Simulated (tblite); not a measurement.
C₆H₁₀AlNSe.
Numbering: `[CH3:1][C:2]#[C:3][CH2:4][CH2:5][Se:6][C:7]#[N+:8][AlH3-:9]` (hydrogens: H10, H11, H12 on C1; H13, H14 on C4; H15, H16 on C5; H17, H18, H19 on Al9)

Structure used (GFN2-xTB), in Å, numbered top down from 1:
```xyz
19
C6H10AlNSe angstrom
C     -4.3128    0.5486   -0.6588
C     -3.0252   -0.0412   -0.3709
C     -1.9731   -0.5621   -0.1239
C     -0.6612   -1.1112    0.1702
C      0.3309    0.0038    0.4618
Se     0.4185    1.2694   -1.0856
C      2.1915    1.1405   -1.1415
N      3.3341    0.9611   -1.0700
Al     4.2804   -0.1425    0.2791
H     -4.2253    1.2438   -1.4928
H     -5.0282   -0.2300   -0.9208
H     -4.6794    1.0871    0.2146
H     -0.3183   -1.7149   -0.6752
H     -0.7210   -1.7610    1.0486
H      0.0163    0.6027    1.3175
H      1.3467   -0.3715    0.6176
H      3.7114    0.5811    1.5688
H      3.5241   -1.5025   -0.0347
H      5.7808    0.0082   -0.0964
```

Computed values, GFN2-xTB/tblite, gas phase, harmonic and unscaled. Errors from tens to a few hundred cm⁻¹ against measured bands are possible. Modes of hydrogen on aluminium can be 10 to 20 % off. One conformer, not necessarily the lowest. The optimisation stopped once no atom felt more than 0.01 eV/Å.

Lowest wavenumbers of the output (negative numbers stand for imaginary wavenumbers):
```
mode    cm-1
  1     -26.1
  2      -7.3
  3      31.1
  4      38.7
  5      54.1
  6     100.9
  7     116.5
  8     157.8
  9     187.5
 10     251.5
```

Problem. Is this structure a minimum?

Solution. Not by this Hessian. 1 mode is imaginary beyond 20i (26i cm⁻¹), and 1 more slightly so (7.3i). The curvature is small, so loose convergence or finite differences may be the whole cause.

Problem. Which atoms move in the imaginary modes?

Solution. 26i: H10 (methyl hydrogen) 34 %, H12 (methyl hydrogen) 33 %, H11 (methyl hydrogen) 32 %; 7i: Se6 (selenium bonded to 2 C) 19 %, C1 (propargylic carbon) 18 %, Al9 (aluminium bonded to N and 3 H) 12 %, C5 (sp3 carbon bound to selenium) 11 %. These are shares of the mass-weighted motion.

Problem. What is the remedy?

Solution. Step along such a mode in both directions, optimise again with tighter thresholds and repeat the frequencies. The zero-point energy of this point (80.6 kcal/mol) counts the 49 real modes alone, and thermal corrections from it aren't those of a minimum.
